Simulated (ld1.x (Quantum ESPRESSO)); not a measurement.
## cadmium (Cd), TM: configuration errors across variants

ld1.x (Quantum ESPRESSO) 7.5 input, shortened:

```
&input
   title='Cd', zed=48., rel=1, dft='PBE', iswitch=3,
   config='[Kr] 4d10 5s2 5p0'
 /
 &inputp
   pseudotype=2, tm=.true., lloc=2,
   nlcc=.true.
 /
3
5S  1  0   2.00   0.00  2.15  2.15  0.0
5P  2  1   0.00   0.00  3.00  3.00  0.0
4D  3  2  10.00   0.00  1.75  1.75  0.0
 &test
   configts(1)='4d10 5s2 5p0'
 /
```

All-electron excitation energies from the reference (eV): (1) 4d10 5s1 5p0 9.272; (2) 4d10 5s0 5p0 26.398; (3) 4d9 5s0 5p0 64.407; (4) 4d10 5s0 5p2 9.670; (5) 4d10 5s1.5 5p0 3.710; (6) 4d10 5s1 5p1 4.666.

The default core radius of the base comes out at 0.73 bohr.

Tests that are not counted but printed errors over 1 eV. “base”: 4d9 5s2 5p1 (solver errors, printed error -2.9 eV). “wave 5p (bound): rc 3.00 bohr becomes 5p (bound): rc 3.92 bohr”: 4d9 5s2 5p1 (solver errors, printed error -2.0 eV). “wave 5s (bound): rc 2.15 bohr becomes 5s (bound): rc 3.28 bohr”: 4d9 5s2 5p1 (solver errors, printed error -2.5 eV). “all radii but the core radius scaled by about 0.77 (s 1.66, p 2.32, d 1.36 bohr)”: 4d9 5s2 5p1 (solver errors, printed error -970 eV). “wave 4d (bound): rc 1.75 bohr becomes 4d (bound): rc 1.92 bohr”: 4d9 5s2 5p1 (solver errors, printed error -1.9 eV).

2 further variants failed, have other tests or too few solved ones, and are left out.

A true bound ghost makes a file unfit for plane-wave use even where its test errors are small: the radial tests pick states by their node count and pass the ghost by. Where a test does run into it, the solver fails or the error is huge.

Errors AE − PS in meV (a dash: test not solved or not reliable):

| change | (1) | (2) | (3) | (4) | (5) | (6) | bound ghosts |
| --- | --- | --- | --- | --- | --- | --- | --- |
| base | -7.2 | -42 | -78 | -8.3 | -1.7 | -2.2 | s, p |
| wave 5p (bound): rc 3.00 bohr becomes 5p (bound): rc 3.92 bohr | -7.2 | -42 | -78 | +15 | -1.7 | +2.6 | s, p |
| wave 5s (bound): rc 2.15 bohr becomes 5s (bound): rc 3.28 bohr | -10 | -95 | -405 | -52 | -1.7 | -11 | s, p |
| all radii but the core radius scaled by about 0.77 (s 1.66, p 2.32, d 1.36 bohr) | -3.9 | -22 | -105 | -2.2 | -1.0 | -0.7 | s, p |
| wave 4d (bound): rc 1.75 bohr becomes 4d (bound): rc 1.92 bohr | -6.9 | -40 | -97 | -8.9 | -1.6 | -2.3 | s, p |
| local potential all-electron potential smoothed inside 2.55 bohr (lloc = -1) | -7.1 | -44 | -160 | -5.2 | -1.6 | -1.9 | none |
| all radii but the core radius scaled by about 0.83 (s 1.80, p 2.50, d 1.46 bohr) | -5.4 | -32 | -90 | -5.8 | -1.3 | -1.6 | s, p |

Problem. Give the same row for: core correction a·sin(br)/r model core inside 2.12 bohr.

Solution. -3.5, -14, +0.6, -0.7, -1.0, -0.6; bound ghosts: s, p. Not counted: 4d9 5s2 5p1 (solver errors, printed error -2.9 eV).
